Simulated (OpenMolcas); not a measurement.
# Si IV: effect of the basis set

* Program: OpenMolcas 26.06
* Method: CASSCF
* Active space: 1 electron in 4 orbitals (3s 3p)
* State averaging: 2S+1 = 2 even, 1 root; 2S+1 = 2 odd, 3 roots
* Spin-orbit coupling: state interaction with AMFI integrals over the reference wave functions, term energies averaged over their components

A. ANO-R1 [4s3p1d], X2C, finite nucleus; cost of the order of 5 core-seconds
B. ANO-RCC-VTZP [5s4p2d1f], DKH2, point nucleus; cost of the order of 4 core-seconds
C. ANO-L-VTZP [5s4p2d1f], non-relativistic, point nucleus; cost roughly 7 core-seconds
D. ANO-R2 [5s4p3d1f], X2C, finite nucleus; cost about 4 core-seconds
E. ANO-RCC-VQZP [6s5p3d2f1g], DKH2, point nucleus; cost about 7 core-seconds
F. ANO-R3 [6s5p4d2f1g], X2C, finite nucleus; cost about 7 core-seconds

Energies in eV above 3s 2S 1/2, the measured ground level; measured values from NIST levels in Kelleher and Podobedova, J. Phys. Chem. Ref. Data 37, 1285 (2008).

```csv
Level,A,B,C,D,E,F,Measured
3s 2S 1/2,0.0000,0.0000,0.0000,0.0000,0.0000,0.0000,0.0000
3p 2P* 1/2,9.2742,8.7594,8.6959,8.7977,8.7659,8.7839,8.8385
3p 2P* 3/2,9.3350,8.8056,8.7406,8.8447,8.8132,8.8313,8.8957
```

Deviations, from unrounded energies. A percentage is the sum of absolute deviations over the sum of measured energies, with the sign that they share, or ± where signs differ.

```tsv
Against measurement	Levels	A	B	C	D	E	F
mean absolute deviation (cm-1)	2	3500	680	1200	370	630	480
other configurations (%)	2	+4.9	-1.0	-1.7	-0.5	-0.9	-0.7
```

D lies closest to measurement on these levels and A furthest from it. The largest miss of D in the table is 3p 2P* 3/2, by -410 cm-1. The ranking rests on the paired levels alone, and a cruder setting can come out closer through cancelling errors.

Among A to F the level of the table that moves most is 3p 2P* 3/2, by 4800 cm-1 (lowest in C, highest in A).

With one active electron the reference holds no correlation, so core polarisation is missing. The basis is small and was not contracted for so high a charge (holds for A). Measured partners are found by configuration, term and J. A level has none where our copy of the source lacks it or the pairing is in doubt (some pairs that miss far off the trend of their configuration count as doubtful), and it then counts in no deviation. Only configurations of the active space appear.

* marks odd parity.
